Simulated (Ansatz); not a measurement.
System: disilylmethane, CH8Si2, charge 0, multiplicity 1. SMILES: [SiH3]C[SiH3]
Coordinates optimised at B3LYP-D3(BJ)/def2-TZVP (Ansatz, an electronic-structure program):
```
C
H 1 1.0942
H 1 1.0942 2 106.76
Si 1 1.8771 2 108.68 3 117.04
H 4 1.4826 1 110.15 2 -177.97
H 4 1.4826 5 108.46 1 120.63
H 4 1.4831 5 108.50 6 117.68
Si 1 1.8771 2 108.67 3 -117.05
H 8 1.4826 1 110.15 2 -62.07
H 8 1.4826 9 108.46 1 120.63
H 8 1.4831 9 108.50 10 117.68
```
Charge 0, spin multiplicity 1.

Quantity: atomisation energy (electronic, to ground-state atoms); the coupled-cluster value holds the core correlation from cc-pwCVTZ, in kcal/mol. Correlated levels leave the core frozen unless marked. Open shells are spin-unrestricted. Spin-orbit coupling is left out. No relativistic terms. CBS marks a two-point X^-3 extrapolation of the correlation energy; Hartree-Fock from the larger set. [CCSD(T)-MP2]/basis is that difference in the basis named.

Level to compare with: RI-MP2/CBS(aug-cc-pV(T+d)Z,aug-cc-pV(Q+d)Z)+[CCSD(T)-MP2]/aug-cc-pV(T+d)Z plus the core term (Ansatz), 842.4 kcal/mol. It is a level with limits of its own, and the differences hold the functionals' basis error too.

Task: Rank these functionals by how close they come to RI-MP2/CBS(aug-cc-pV(T+d)Z,aug-cc-pV(Q+d)Z)+[CCSD(T)-MP2]/aug-cc-pV(T+d)Z, closest first: B3LYP/def2-TZVPD (Ansatz); BHLYP/def2-TZVPD (Ansatz); r2SCAN0/def2-TZVPD (Ansatz).

Result: r2SCAN0/def2-TZVPD (hybrid meta-GGA, 832.5 kcal/mol, difference -9.9), B3LYP/def2-TZVPD (global hybrid, 830.6 kcal/mol, difference -11.8), BHLYP/def2-TZVPD (global hybrid, 825.6 kcal/mol, difference -16.8)
